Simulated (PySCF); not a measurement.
Species: C5H8BN.
InChI=1S/C5H8BN/c1-4-6(3)7-5-2/h1,6H,2-3H3/t6-/m0/s1

The closed-shell ground state was solved at several levels (PySCF, density fitting, gas phase, non-relativistic). Isolated species at its GFN2-xTB geometry, gas phase.

```
              level  basis functions  total energy (Eh)  HOMO (eV)  LUMO (eV)  gap (eV)  dipole (D)
CAM-B3LYP/def2-SVPD              204          -274.5231      -7.95       0.37      8.32        7.71
        B3LYP/pcJ-1              269          -274.9034      -6.35      -0.94      5.41        7.60
```

**Question.** Estimate the row for PBE0/pcSseg-1, a basis of 159 functions; the other rows only guide the guess.

**Answer.** Total energy -274.4989 Eh, HOMO -6.58 eV, LUMO -0.67 eV, gap 5.91 eV, dipole 7.64 D.

**Question.** Over all these levels, which gives the widest orbital gap and which the narrowest?

**Answer.** CAM-B3LYP/def2-SVPD (range-separated hybrid) has the widest, 8.32 eV, and B3LYP/pcJ-1 (global hybrid, 20 % exact exchange) the narrowest, 5.41 eV. Functional and basis both differ between the two, so the spread mixes both effects.

**Question.** How far do the dipole and the HOMO energy spread over the levels?

**Answer.** The dipole runs from 7.60 to 7.71 D (mean 7.65 D) and the HOMO from -7.95 to -6.35 eV.
